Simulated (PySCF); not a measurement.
Ionisation energy of F⁺ by level of theory

F⁺ [He] 2s2 2p4 (3P) → F²⁺ [He] 2s2 2p3 (4S), as a difference of total energies. Calculation: PySCF 2.14, in dyall-av3z; the spin-free X2C one-electron Hamiltonian (Gaussian nucleus). Correlated levels: valence: 1s2 frozen; virtual orbitals above 40 to 60 times the deepest correlated orbital energy dropped. The calculations carry no spin-orbit coupling.

| method | ionisation energy (eV) | error (eV) |
| --- | --- | --- |
| UHF | 33.376 | -1.574 |
| MP2 (valence) | 34.634 | -0.316 |
| SCS-MP2 (valence) | 34.743 | -0.207 |
| CCSD (valence) | 34.671 | -0.279 |
| CCSD(T) (valence) | 34.700 | -0.250 |

Reference: 34.950 eV (measured; NIST levels, between the centres of gravity of the two terms).

Errors of the correlated levels include the incompleteness of this basis and the frozen core.
